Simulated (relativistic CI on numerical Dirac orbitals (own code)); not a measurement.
Calculated at this level of theory: Dirac-Coulomb-Breit CI, KLI orbitals optimised for each configuration, QED by a radiative potential, unscaled Slater integrals (own radial code, finite nucleus).

CI space (outside the closed core [Ne]): 3s2.3p4, 3s.3p5, 3s2.3p3.3d, 3p6, 3s.3p4.3d, 3p5.3d, 3s.3p3.3d2, 3s2.3p2.3d.4p, 3p5.4s, 3s.3p3.3d.4s, 3s2.3p3.4s, 3p5.4p, 3s2.3p3.4p, 3s2.3p3.4d, 3p4.3d.4p, 3s.3p4.4s, 3s2.3p3.4f, 3s.3p4.4p, 3s.3p4.4d, 3s.3p4.4f, 3s2.3p3.5s, 3s2.3p3.5p, 3s2.3p2.4s.4p, 3s2.3p3.5d, 3s2.3p3.5f, 3s2.3p3.5g, 3s.3p3.4s2, 3s.3p4.5s, 3s2.3p2.3d2, 3s2.3p.3d3, 3s.3p2.3d3, 3s2.3p.3d2.4s, 3s2.3p.3d2.4p, 3s2.3p.3d2.4d, 3p4.3d2, 3p3.3d3, 3p3.3d2.4s, 3p3.3d2.4p, 3p3.3d2.4d, 3s2.3p2.3d.4s, 3s.3p2.3d2.4s, 3s2.3p.3d.4s2, 3s2.3p.3d.4s.4p, 3s2.3p.3d.4s.4d, 3p4.3d.4s, 3p3.3d.4s2, 3p3.3d.4s.4p, 3p3.3d.4s.4d, 3s2.3p2.4s2, 3s.3p2.3d.4s2, 3s2.3p.4s2.4p, 3s2.3p.4s2.4d, 3s2.3p2.4p2, 3s2.3p.3d.4p2, 3s.3p2.3d.4p2, 3s2.3p.4s.4p2, 3s2.3p.4p3, 3s2.3p.4p2.4d, 3s.3p3.4s.4p, 3s.3p2.3d.4s.4p, 3s.3p2.4s2.4p, 3s.3p2.4s.4p2, 3s.3p2.4s.4p.4d. Double excitations out of closed p, d and f shells are left out; levels of such configurations are missing from the list, as are those of other unlisted configurations, and high levels can miss mixing partners. These lack a partner that the ground configuration has and come out too high: 3s2.3p3.4f, 3s.3p4.4p, 3s.3p4.4d, 3s.3p4.4f, 3s2.3p3.5s.

At this charge energies of transitions that change n are usually good to better than 1 %, and those within a shell (Δn = 0) to a few per cent.

Outline of the computed level scheme of Lu LVI. Lowest level of each configuration: 3s2.3p4 3P_2 at 0.000 eV; 3s2.3p3.3d 3D°_2 at 222.725 eV; 3s2.3p2.3d2 3F_2 at 455.201 eV; 3s.3p5 3P°_2 at 456.893 eV.

Some strong electric-dipole decays among the lowest 45 levels: 3s2.3p3.3d 3S°_1 → 3s2.3p4 3P_2 (3.6e+12 s⁻¹); 3s2.3p3.3d 3P°_2 → 3s2.3p4 3P_2 (3.2e+12 s⁻¹); 3s2.3p3.3d 3D°_1 → 3s2.3p4 1S_0 (3.1e+12 s⁻¹); 3s2.3p3.3d 3D°_3 → 3s2.3p4 3P_2 (2.3e+12 s⁻¹); 3s2.3p3.3d 3D°_1 → 3s2.3p4 3P_2 (6.9e+11 s⁻¹); 3s.3p5 3P°_2 → 3s2.3p4 3P_2 (6.1e+11 s⁻¹); 3s2.3p3.3d 1F°_3 → 3s2.3p4 1D_2 (5.5e+11 s⁻¹); 3s.3p5 1P°_1 → 3s2.3p4 3P_2 (4.9e+11 s⁻¹).

LS names give the leading component of a level, which can be under half, so a name can repeat, a term be missing and a line seem to break the LS rules.
